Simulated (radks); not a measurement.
The nuclear charge of the ruthenium ion Ru+ is varied continuously with 43 electrons held in [Kr] 4d7. Calculated with a radial shooting solver on a logarithmic mesh with Libxc functionals: Dirac Kohn-Sham, PBEsol, spin-unpolarised, spherical densities, finite nucleus; open shells are shared between the two j in proportion to 2j + 1; Fermi nuclear charge, rms radius 4.4809 fm. By the Hellmann-Feynman theorem dE/dZ = E(electron-nucleus)/Z, the electronic potential at the nucleus (averaged over a nucleus of fixed radius).

[
 {"Z": "43", "E (hartree)": "-4283.97962", "E(electron-nucleus)/Z (hartree)": "-240.992", "HOMO": "4d5/2", "e(HOMO) (eV)": "-2.634", "<r> HOMO (bohr)": "1.989"},
 {"Z": "43.1", "E (hartree)": "-4308.11800", "E(electron-nucleus)/Z (hartree)": "-241.775", "HOMO": "4d5/2", "e(HOMO) (eV)": "-3.426", "<r> HOMO (bohr)": "1.943"},
 {"Z": "43.2", "E (hartree)": "-4332.33460", "E(electron-nucleus)/Z (hartree)": "-242.557", "HOMO": "4d5/2", "e(HOMO) (eV)": "-4.264", "<r> HOMO (bohr)": "1.901"},
 {"Z": "43.3", "E (hartree)": "-4356.62937", "E(electron-nucleus)/Z (hartree)": "-243.338", "HOMO": "4d5/2", "e(HOMO) (eV)": "-5.146", "<r> HOMO (bohr)": "1.862"},
 {"Z": "43.4", "E (hartree)": "-4381.00224", "E(electron-nucleus)/Z (hartree)": "-244.119", "HOMO": "4d5/2", "e(HOMO) (eV)": "-6.071", "<r> HOMO (bohr)": "1.826"},
 {"Z": "43.5", "E (hartree)": "-4405.45315", "E(electron-nucleus)/Z (hartree)": "-244.899", "HOMO": "4d5/2", "e(HOMO) (eV)": "-7.036", "<r> HOMO (bohr)": "1.792"},
 {"Z": "43.6", "E (hartree)": "-4429.98205", "E(electron-nucleus)/Z (hartree)": "-245.679", "HOMO": "4d5/2", "e(HOMO) (eV)": "-8.039", "<r> HOMO (bohr)": "1.760"},
 {"Z": "43.7", "E (hartree)": "-4454.58891", "E(electron-nucleus)/Z (hartree)": "-246.458", "HOMO": "4d5/2", "e(HOMO) (eV)": "-9.080", "<r> HOMO (bohr)": "1.730"},
 {"Z": "43.8", "E (hartree)": "-4479.27368", "E(electron-nucleus)/Z (hartree)": "-247.237", "HOMO": "4d5/2", "e(HOMO) (eV)": "-10.157", "<r> HOMO (bohr)": "1.702"},
 {"Z": "43.9", "E (hartree)": "-4504.03634", "E(electron-nucleus)/Z (hartree)": "-248.016", "HOMO": "4d5/2", "e(HOMO) (eV)": "-11.269", "<r> HOMO (bohr)": "1.675"},
 {"Z": "44", "E (hartree)": "-4528.87685", "E(electron-nucleus)/Z (hartree)": "-248.794", "HOMO": "4d5/2", "e(HOMO) (eV)": "-12.414", "<r> HOMO (bohr)": "1.650"},
 {"Z": "44.1", "E (hartree)": "-4553.79519", "E(electron-nucleus)/Z (hartree)": "-249.573", "HOMO": "4d5/2", "e(HOMO) (eV)": "-13.593", "<r> HOMO (bohr)": "1.626"},
 {"Z": "44.2", "E (hartree)": "-4578.79136", "E(electron-nucleus)/Z (hartree)": "-250.351", "HOMO": "4d5/2", "e(HOMO) (eV)": "-14.803", "<r> HOMO (bohr)": "1.603"},
 {"Z": "44.3", "E (hartree)": "-4603.86531", "E(electron-nucleus)/Z (hartree)": "-251.129", "HOMO": "4d5/2", "e(HOMO) (eV)": "-16.045", "<r> HOMO (bohr)": "1.581"},
 {"Z": "44.4", "E (hartree)": "-4629.01706", "E(electron-nucleus)/Z (hartree)": "-251.906", "HOMO": "4d5/2", "e(HOMO) (eV)": "-17.317", "<r> HOMO (bohr)": "1.560"},
 {"Z": "44.5", "E (hartree)": "-4654.24658", "E(electron-nucleus)/Z (hartree)": "-252.684", "HOMO": "4d5/2", "e(HOMO) (eV)": "-18.619", "<r> HOMO (bohr)": "1.540"},
 {"Z": "44.6", "E (hartree)": "-4679.55387", "E(electron-nucleus)/Z (hartree)": "-253.462", "HOMO": "4d5/2", "e(HOMO) (eV)": "-19.950", "<r> HOMO (bohr)": "1.521"},
 {"Z": "44.7", "E (hartree)": "-4704.93893", "E(electron-nucleus)/Z (hartree)": "-254.239", "HOMO": "4d5/2", "e(HOMO) (eV)": "-21.309", "<r> HOMO (bohr)": "1.502"},
 {"Z": "44.8", "E (hartree)": "-4730.40175", "E(electron-nucleus)/Z (hartree)": "-255.017", "HOMO": "4d5/2", "e(HOMO) (eV)": "-22.697", "<r> HOMO (bohr)": "1.484"},
 {"Z": "44.9", "E (hartree)": "-4755.94233", "E(electron-nucleus)/Z (hartree)": "-255.795", "HOMO": "4d5/2", "e(HOMO) (eV)": "-24.112", "<r> HOMO (bohr)": "1.467"},
 {"Z": "45", "E (hartree)": "-4781.56068", "E(electron-nucleus)/Z (hartree)": "-256.572", "HOMO": "4d5/2", "e(HOMO) (eV)": "-25.554", "<r> HOMO (bohr)": "1.450"}
]

The central difference of E at Z = 44 is -248.794 hartree, to compare with the third column; the second derivative is -7.78 hartree.
